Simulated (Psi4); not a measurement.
The standard entropy of C2H2Cl2Si (SMILES C#C[SiH](Cl)Cl) from a frequency calculation

A singlet with charge 0, relaxed at B3LYP-D3(BJ)/def2-SVP (density fitting) (Psi4 1.11):

```xyz
7

C     0.2279   -0.6776    1.9013
C     0.1359   -0.2908    0.7515
Si    0.0229    0.2797   -0.9721
Cl   -1.5248   -0.7139   -1.9089
Cl   -0.3530    2.3092   -0.9849
H     0.3061   -1.0185    2.9182
H     1.2744    0.0204   -1.7107
```

Harmonic wavenumbers in cm⁻¹: 98, 146, 184, 335, 345, 511, 595, 671, 755, 756, 819, 822, 2158, 2296, 3455.

Masses in u: C 12.011, Si 28.085, Cl 35.45, H 1.008. Take T = 298.15 K, p = 1 bar, R = 8.3145 J/(mol K), kT/hc = 207.22 cm⁻¹, rigid rotor and harmonic oscillator.

Compute the standard molar entropy.


1. Translation (Sackur–Tetrode): S = R[3/2 ln M + 5/2 ln T − 1.1517] with M = 125.023 gives 169.1 J/(mol K).
2. Rotation: principal moments 218.372, 231.528, 416.082 u Å² give A, B, C = 0.0772, 0.0728, 0.0405 cm⁻¹; the symmetry number is σ = 1; q = (√π/σ)√((kT/hc)³/ABC) = 350446; S = R(ln q + 3/2) = 118.6.
3. Vibration: with u = ν̃/207.22, each mode gives R[u/(eᵘ − 1) − ln(1 − e⁻ᵘ)]; the sum is 55.4, most from 98 cm⁻¹ (14.6), 146 cm⁻¹ (11.4), 184 cm⁻¹ (9.6).
4. Spin: R ln 1 = 0.0.
5. Sum: 169.1 + 118.6 + 55.4 + 0.0 = 343.1 J/(mol K).

No measured value is set beside it here. Where a soft mode is a torsion, a harmonic oscillator describes it poorly.
